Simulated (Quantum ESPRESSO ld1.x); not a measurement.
Values are calculated unless marked as measured or tabulated.
Task: These are the eigenvalues of the occupied orbitals of an atom or ion with whole-number occupations (hartree). Code: ld1.x of Quantum ESPRESSO 7.5. Model: scalar-relativistic Kohn-Sham, PBEsol, spin-unpolarised, spherical densities, point nucleus.

1s: -690.897
2s: -96.7702
2p: -86.4406
3s: -16.2549
3p: -12.8793
3d: -7.35724
4s: -2.28140
4p: -1.39948
4d: -0.21324
5s: -0.20208
5p: -0.07647

Which element is it, and in what charge state? The configuration may be excited.

Result: Z = 41, niobium, charge 0: Nb in [Kr] 4d3 5s1 5p1. The list shows which subshells hold electrons but not how many an open one holds; the 1s level, -690.9 hartree, gives Z - s = 37.2 by -(Z - s)^2/2, which with screening and relativity narrows Z to a few neighbours, and the depths of the outer levels then fix element, charge and occupations together.
